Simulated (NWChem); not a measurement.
# LaCl3; SMILES [La]([Cl])([Cl])[Cl]

def2 effective core potentials on La; no spin-orbit coupling.

Task: Give the equilibrium geometry at PBE-D3(BJ)/def2-SVP with def2 effective core potentials on La (NWChem) as a Z-matrix, with the point group.

Result: point group C3v; any orientation.
```
La
Cl 1 2.6064
Cl 1 2.6064 2 115.52
Cl 1 2.6064 2 115.52 3 -139.20
```
